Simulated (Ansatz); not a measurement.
`CO[SiH](F)[SiH3]` + H₂O → `O[SiH](F)[SiH3]` + CH₃OH at 400 K and 1 bar (formal hydrolysis of the Si–O bond).

Gas-phase electronic energies from Ansatz, PBE0-D4/def2-TZVP geometries. CBS: MP2 limit from def2 TZ/QZ plus the TZ coupled-cluster correction, frozen cores. This one scheme is used for every species. One conformer a species, not always the lowest.

```
           species  CCSD(T)/CBS energy (Eh)  H − E (kJ/mol)  S (J/(mol·K))
`CO[SiH](F)[SiH3]`               -795.47815           246.9          421.6
               H₂O                -76.37941            69.8          198.6
 `O[SiH](F)[SiH3]`               -756.23815           165.6          373.8
             CH₃OH               -115.61712           151.2          252.6
```

H − E and S are ideal-gas, rigid-rotor, harmonic terms from PBE0-D4/def2-TZVP, for one conformer and one mirror image of each species. 1 Eh = 2625.50 kJ/mol, R = 8.31446 J/(mol·K).

Question: By hand: ΔE, ΔH, ΔS and ΔG.

Answer: ΔE = (-756.23815) + (-115.61712) − (-795.47815) − (-76.37941) = 0.00229 Eh = 6.0 kJ/mol. Δ(H − E) = 165.6 + 151.2 − 246.9 − 69.8 = 0.1, so ΔH = 6.1 kJ/mol. ΔS = 373.8 + 252.6 − 421.6 − 198.6 = 6.2 J/(mol·K). ΔG = 6.1 − 400 × (6.2)/1000 = 3.6 kJ/mol.

Question: By hand: the equilibrium constant, and the temperature at which ΔG would vanish if ΔH and ΔS stayed fixed.

Answer: log₁₀ K = −ΔG/(RT ln 10) = -0.5. ΔG = 0 at ΔH/ΔS = 984 K, though so small a ΔH makes that figure unsure.

TΔS isn't small against ΔH here. The sign of ΔG lies within the doubt. A doubt of 5 kJ/mol in ΔE shifts log₁₀ K by 0.7 here. Other conformers and mirror images would add mixing entropy, several J/(mol·K) or more a flexible species. These are equilibria of isolated gas molecules and say nothing of rates. Largest T1 diagnostic: 0.013 (customary marks: 0.02 for closed shells, 0.045 for open ones).
